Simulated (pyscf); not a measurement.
A first-order saddle from PySCF, ωB97X-D3(BJ)/def2-SVP:

```xyz
7

F      0.9494    -0.0070     0.4305
C     -0.6399    -0.8005    -0.5283
C     -1.0678    -0.0199     0.5094
F     -1.3791     1.2369     0.2924
H     -0.4927    -0.4283    -1.5448
H     -1.2472    -0.3982     1.5185
F     -0.4783    -2.0909    -0.3491
```
Charge 0, spin multiplicity 2.

Surface: doublet, charge 0. Lowest wavenumbers (cm⁻¹): 411i, 201, 278, 321, 459.

Problem. Which two sides does it connect, and which bonds change?

Solution. F–CH•–CH(F)–F (SMILES F[CH]C(F)F) ⇌ F–CH•–CH(F)–F (SMILES F[CH]C(F)F), a group migration read from left to right: C–F broken and C–F formed. At ωB97M-D3(BJ)/def2-TZVP it lies +34.6 kcal/mol from the left side and +34.6 kcal/mol from the right (each side as separated species at their lowest minima found). F–CH•–CH(F)–F lies 14.0 kcal/mol over its isomer •H₂C–C(F)(F)–F (electronic energy, ωB97M-D3(BJ)). One saddle was located; it need not be the lowest between these sides.
